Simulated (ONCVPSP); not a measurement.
# Which change was made? (Tc, ONCV)

technetium (Tc), optimised norm-conserving Vanderbilt (ONCV), made with ONCVPSP 4.0.1 (PBE, scalar-relativistic). Core [Kr], reference 4d5 5s2. Waves: 5s: rc 2.95 bohr, ncon 4, nbas 8, qcut 1.9 1/bohr, 1 projector; p scattering state at 0.25 Ha: rc 2.55 bohr, ncon 4, nbas 9, qcut 3.3 1/bohr, 2 projectors, debl 1.8 Ha; 4d: rc 1.85 bohr, ncon 4, nbas 8, qcut 9.8 1/bohr, 2 projectors, debl 3 Ha. Local part: polynomial inside 1.30 bohr (lpopt 5, dvloc0 4 Ha). Core correction: Teter function, fcfact 3, rcfact 1.75.

In the p channel the program set the typed energies aside and used 0.050, 1.850 Ha.

Cutoffs, loose and tight: the cutoffs (Ha) at which the residual kinetic energy of the hardest occupied pseudo-wave falls to 1 and 0.1 mHa per electron. They do not see the model core or the augmentation charge, which bear on the density cutoff. Test errors are all-electron minus pseudo excitation energies from the reference, over the configurations 4d5 5s1; 4d5 5s0; 4d4 5s0; 4d6 5s0; variants that change the core or the reference have their own tests.

The base gives: outcome: generated, projector energies reset by the program; cutoff, loose: 24 Ha; cutoff, tight: 30 Ha; bound ghosts: s; GHOST(+) flags above zero: p; largest test error (meV): -808.

(1) After one change the result is: outcome: generated, projector energies reset by the program; cutoff, loose: 24 Ha; cutoff, tight: 30 Ha; bound ghosts: s; GHOST(+) flags above zero: p; largest test error (meV): -217. Which change was it?
A. core correction Teter function, fcfact 3, rcfact 1.4
B. reference 4d5 5s1.75
C. s: nproj 3
D. s: rc 3.5

Answers

(1) A. The others give: s: nproj 3 → outcome: generated, projector energies reset by the program; cutoff, loose: 24 Ha; cutoff, tight: 30 Ha; bound ghosts: none; GHOST(+) flags above zero: s, p; largest test error (meV): -811 | reference 4d5 5s1.75 → outcome: generated, projector energies reset by the program; cutoff, loose: 24 Ha; cutoff, tight: 30 Ha; bound ghosts: s; GHOST(+) flags above zero: p; largest test error (meV): -324 | s: rc 3.5 → outcome: generated, projector energies reset by the program; cutoff, loose: 24 Ha; cutoff, tight: 30 Ha; bound ghosts: s; GHOST(+) flags above zero: p; largest test error (meV): -1050.
